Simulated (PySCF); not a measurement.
PySCF job for 4,4-dichlorobut-1-yne (C₄H₄Cl₂), SMILES C#CCC(Cl)Cl, SMD-B3LYP/def2-SVP. Coordinates come from a B3LYP-D3(BJ)/def2-SVP optimisation. The values are those of a single conformer.

```python
import numpy as np
from pyscf import gto, scf, dft
from pyscf.solvent import smd

mol = gto.M(
    atom='''
    C    -2.00756164   -0.01142675    2.50130046
    C    -1.28222098   -0.46110653    1.64341008
    C    -0.38764985   -0.99137091    0.61879082
    C     0.51411472    0.07896130   -0.00006881
    Cl    1.69695480   -0.70036442   -1.10695178
    Cl   -0.44791832    1.32116093   -0.86148306
    H    -2.65762734    0.38578590    3.25792895
    H     0.26772979   -1.76471791    1.05341804
    H    -0.96030270   -1.47246426   -0.19110659
    H     1.09648645    0.60751302    0.76255658
    ''',
    basis='def2-SVP',
    charge=0,
    spin=0,
    max_memory=1600,
    verbose=3,
)
mf = dft.RKS(mol, xc='b3lyp').density_fit(auxbasis='def2-universal-jkfit')
mf.grids.level = 3
mf.conv_tol = 1e-9
mf.max_cycle = 100
mf.kernel()
res = {}
for name in ['water', 'acetonitrile', 'chloroform']:
    s = mf.SMD()
    s.with_solvent.solvent, s.with_solvent.sasa_ng = name, 302
    s.kernel(mf.make_rdm1())
    res[name] = (s.e_tot, s.with_solvent.get_cds(), s.dip_moment(), s.mo_energy, s.converged)
    print(f'SMD {name}: dG(solv) = {(s.e_tot - mf.e_tot) * 627.509474:.3f} kcal/mol, of which CDS {res[name][1] * 627.509474:.3f}')
```

It prints:

```
converged SCF energy = -1074.77924297595
converged SCF energy = -1074.7823990407
Dipole moment(X, Y, Z, Debye):  0.07619, -0.84263,  1.77690
SMD water: dG(solv) = -1.980 kcal/mol, of which CDS 3.788
converged SCF energy = -1074.78987652701
Dipole moment(X, Y, Z, Debye):  0.06811, -0.83382,  1.76723
SMD acetonitrile: dG(solv) = -6.673 kcal/mol, of which CDS -1.060
converged SCF energy = -1074.78948709299
Dipole moment(X, Y, Z, Debye): -0.00339, -0.74643,  1.66713
SMD chloroform: dG(solv) = -6.428 kcal/mol, of which CDS -2.436
```

The run converged.
